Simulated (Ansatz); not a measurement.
Consider the substitution at a C–O bond: `O[CH2][SnH2][SH]` + H–F → `F[CH2][SnH2][SH]` + H₂O.

Isolated molecules relaxed with PBE0-D4/def2-TZVP in Ansatz; ΔE leaves out vibrations. CCSD(T)/CBS adds triple-zeta CCSD(T) − MP2 to the extrapolated MP2 energy (def2 sets, frozen cores). This one scheme is used for every species. DFT in def2-TZVPP. B3LYP here is the variant with VWN-RPA as its local correlation; programs differ in this. Elements past krypton have def2 core potentials. For Sn outer-core shells are correlated without core-valence functions, which leaves a few kJ/mol of doubt a bond. One conformer a species, not always the lowest.

```json
{"level": "PBE-D4", "ΔE (kcal/mol)": "2.4"}
{"level": "B3LYP-D4", "ΔE (kcal/mol)": "1.0"}
{"level": "ωB97X-V", "ΔE (kcal/mol)": "0.5"}
{"level": "MP2/def2-TZVPP", "ΔE (kcal/mol)": "3.3"}
```

What does CCSD(T)/CBS give? (Best estimate.)

The calculation gave: +2.2 kcal/mol. The listed levels differ from it by 0.2, -1.2, -1.7, 1.1 kcal/mol.

Largest T1 diagnostic among the species: 0.012.

In def2-TZVPP, CCSD(T) changes the Hartree–Fock value by +4.5 kcal/mol (the triples alone add +0.7 kcal/mol) and MP2 by +5.8 kcal/mol. The D4 term adds +1.2 kcal/mol with B3LYP and +0.6 kcal/mol with PBE0; it sums over pairs of atoms, weighted by their polarisabilities, and B3LYP, whose exchange is more repulsive, gets the larger term.
